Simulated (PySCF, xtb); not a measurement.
SiHF, SMILES F[SiH] (connectivity only; charge and spin as stated), neutral, multiplicity 1.

Geometry optimised at PBE0-D3(BJ)/def2-TZVPD. The isomer is the one that the SMILES or the coordinates give; other isomers of the formula were not compared.

These are IEF-PCM-PBE0/def2-TZVPD run with PySCF values and carry that method's errors.

The values are the electrostatic part of the solvation free energy, E(continuum) − E(gas) at the gas-phase geometry, in a cavity of scaled van der Waals radii (PySCF's table); cavitation and dispersion terms are not included. In vacuum the orbital gap is 4.31 eV. The dipole moment in vacuum is 0.96 D.

Computed values in water (ε = 78.36), chloroform (ε = 4.71), cyclohexanone (ε = 15.62):
| solvent | ε | ΔG(elec) (kcal/mol) | dipole (D) | gap (eV) |
|---|---|---|---|---|
| water | 78.36 | -2.0 | 1.18 | 4.46 |
| chloroform | 4.71 | -1.4 | 1.12 | 4.41 |
| cyclohexanone | 15.62 | -1.8 | 1.17 | 4.44 |

For comparison, GFN2-xTB/ALPB(water) (xtb, at the GFN2-xTB geometry, all terms of that model) gives 1.2 kcal/mol.
